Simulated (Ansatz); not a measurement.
Geometry optimisation, RKS PBE-D4/def2-SVP in Ansatz.

Input file:

```yaml
crystal:
  periodic: [false, false, false]
  atoms:
    - { symbol: Ta, position_ang: [-0.033955, 0.215343, 0.092345] }
    - { symbol: "N", position_ang: [2.066076, 0.165639, 0.125218] }
    - { symbol: H, position_ang: [2.632183, 0.429226, 0.936938] }
    - { symbol: H, position_ang: [2.631634, -0.195506, -0.649824] }
    - { symbol: F, position_ang: [0.175672, 0.629178, 1.926555] }
    - { symbol: F, position_ang: [0.216168, -0.638182, -1.585749] }
    - { symbol: F, position_ang: [-0.626481, 1.882535, -0.508225] }
    - { symbol: F, position_ang: [-1.50093, -0.913888, 0.475365] }
    - { symbol: S, position_ang: [1.224085, -3.018217, 1.363657] }
    - { symbol: H, position_ang: [1.05039, -3.406579, 0.067539] }
    - { symbol: H, position_ang: [1.995357, -1.927249, 0.979381] }
basis:
  gaussian: { orbitals: def2-SVP }
hamiltonian:
  xc: pbe
  dispersion: d4
relax:
  f_tol: 0.03
  max_steps: 50
```

Run as:

```bash
$ ansatz run input.yaml --threads 4 --pin off --max-ram 5120MiB --backend cpu --events-out ev --progress --plain --runs-dir out
```

Where does it end, and by what steps?

The run converged. After 12 steps the energy has fallen by 0.335 eV; S9 moved furthest, 0.61 Å. Joined: Ta1–S9 (3.70 → 2.87 Å).

| step | energy less start (eV) | largest force component (eV/Å) | accepted |
| --- | --- | --- | --- |
| 0 | 0.0000 | 1.839 | yes |
| 1 | -0.0947 | 0.773 | yes |
| 2 | -0.1322 | 0.276 | yes |
| 3 | -0.1770 | 0.282 | yes |
| 4 | -0.2221 | 0.849 | yes |
| 5 | -0.2827 | 0.764 | yes |
| 6 | -0.2989 | 0.381 | yes |
| 7 | -0.3113 | 0.310 | yes |
| 8 | -0.3157 | 0.747 | yes |
| 9 | -0.3185 | 0.282 | yes |
| 10 | -0.3333 | 0.072 | yes |
| 11 | -0.3345 | 0.038 | yes |
| 12 | -0.3346 | 0.017 | yes |

```xyz
11
Properties=species:S:1:pos:R:3
Ta 0.121 0.018 0.164
N 2.094 0.385 0.082
H 2.653 0.752 0.860
H 2.708 0.139 -0.702
F 0.279 0.441 2.010
F 0.412 -0.921 -1.472
F -0.646 1.609 -0.481
F -1.514 -0.964 0.448
S 0.851 -2.551 1.227
H 0.672 -3.203 0.044
H 2.200 -2.483 1.043
```

Whether the end is a true minimum wasn't checked by a vibrational analysis.

Run time: 27 s on 4 threads of Arm Neoverse V2 (shared host), peak memory 0.21 GiB.
